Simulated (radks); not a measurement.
Spin polarisation of the 5d3 shell in Ta. Start: [Xe] 4f14 5d(up 1.5, down 1.5) 6s2; electrons of 5d are moved from spin down to spin up, other shells keep equal spins. All-electron calculation, scalar-relativistic Kohn-Sham, PBE, spin-polarised, spherical densities, point nucleus. Program: a radial shooting solver on a logarithmic mesh with Libxc functionals.

| moment (Bohr magnetons) | E - E(0) (eV) | e(5d up) (eV) | e(5d down) (eV) | 6s down minus up (eV) |
|---|---|---|---|---|
| 0 | 0.000 | -3.591 | -3.591 | 0.000 |
| 0.75 | -0.079 | -3.789 | -3.365 | 0.292 |
| 1.5 | -0.318 | -3.959 | -3.112 | 0.586 |
| 2.25 | -0.714 | -4.099 | -2.831 | 0.882 |
| 3 | -1.268 | -4.205 | -2.522 | 1.179 |

At moment 3 the spin-polarisation energy is -1.268 eV and the 5d exchange splitting 1.682 eV, that is 0.561 eV per Bohr magneton; E = -I m^2/4 would give I = 0.563 eV.
